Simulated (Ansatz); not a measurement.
Computed with Ansatz on PBE0-D4/def2-TZVP structures; ΔE is electronic, products minus reactants. CBS: MP2 limit from def2 TZ/QZ plus the TZ coupled-cluster correction, frozen cores. This one scheme is used for every species. DFT in def2-TZVPP. Triplets are unrestricted, without spin–orbit coupling. One conformer a species, not always the lowest.

Consider the formal loss of a carbene: `C[SiH2]C[SiH2]F` → `F[SiH2]C[SiH3]` + `[CH2]` (triplet).

`C[SiH2]C[SiH2]F`:

```xyz
14

C    -1.278    1.613   -1.287
Si    0.226    0.730   -0.615
C    -0.262   -0.655    0.557
Si    1.152   -1.603    1.282
F     0.599   -2.750    2.260
H    -0.984    2.417   -1.966
H    -1.865    2.052   -0.477
H    -1.921    0.922   -1.837
H     1.100    1.694    0.111
H     1.023    0.158   -1.737
H    -0.912   -1.353    0.017
H    -0.852   -0.225    1.375
H     2.029   -0.723    2.093
H     1.944   -2.278    0.223
```

`F[SiH2]C[SiH3]`:

```xyz
11

F     0.636   -1.570    1.596
Si    0.695    0.024    1.429
C     0.502    0.460   -0.362
Si   -1.003   -0.277   -1.209
H    -0.413    0.599    2.232
H     2.002    0.471    1.972
H     0.434    1.553   -0.428
H     1.402    0.162   -0.910
H    -0.870   -1.751   -1.315
H    -2.229    0.041   -0.429
H    -1.155    0.289   -2.577
```

`[CH2]` (triplet):

```xyz
3

C    -0.066   -0.043    0.264
H     0.994    0.100    0.120
H    -0.928   -0.057   -0.385
```

CCSD(T)/CBS gives +114.8 kcal/mol.

Problem. Another level gave +109.8 kcal/mol. Which?
A. PBE0-D4/def2-TZVPP
B. CCSD(T)/def2-TZVPP
C. r2SCAN-D4/def2-TZVPP
D. ωB97M-V/def2-TZVPP

Solution. C. r2SCAN-D4 109.8, ωB97M-V 115.5, CCSD(T)/def2-TZVPP 111.7, PBE0-D4 114.2 kcal/mol.

Largest T1 diagnostic among the species: 0.011.

In def2-TZVPP, CCSD(T) changes the Hartree–Fock value by +33.3 kcal/mol (the triples alone add +2.7 kcal/mol) and MP2 by +36.9 kcal/mol. The D4 term adds +2.2 kcal/mol with B3LYP and +1.2 kcal/mol with PBE0; it sums over pairs of atoms, weighted by their polarisabilities, and B3LYP, whose exchange is more repulsive, gets the larger term. From PBE to PBE0 (25 % exact exchange), in def2-TZVPP and without D4, ΔE moves by −1.8 kcal/mol.

B3LYP here is the variant with VWN-RPA as its local correlation; programs differ in this.

CCSD(T)/CBS has its own doubt, a few kJ/mol and more with outer-core shells, so smaller differences from it don't rank the levels.
